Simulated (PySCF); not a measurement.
C₃H₅BO₃, SMILES O=C1OCB1CO. The structure is a stationary point at B3LYP-D3(BJ)/def2-SVP. This is a generated structure with no PubChem entry under its InChIKey; it may be hypothetical. One conformer was computed; it need not be the lowest.

Computed with B3LYP-D3(BJ)/def2-SVP in PySCF 2.14.0.

Harmonic wavenumbers (cm⁻¹): 93, 102, 114, 230, 289, 365, 476, 484, 615, 660, 745, 887, 937, 948, 1069, 1121, 1151, 1178, 1197, 1271, 1341, 1391, 1438, 1444, 1894, 2847, 3037, 3050, 3103, 3805. Rotational constants (GHz): 4.352, 2.007, 1.401; symmetry number 1.

Question: Work out the zero-point energy and the ideal-gas rigid-rotor harmonic-oscillator thermochemistry at 298.15 K and 1 atm.

Answer: ZPE = ½ Σ hcν = ½ × 37280 cm⁻¹ = 222.98 kJ/mol. H − E(el) = 245.07 kJ/mol. Entropy in J/(mol K): translation 166.17, rotation 115.75, vibration 74.86, total 356.78. G − E(el) = 138.70 kJ/mol. Cp = 114.28 J/(mol K). Modes under 150 cm⁻¹ make the vibrational entropy uncertain.
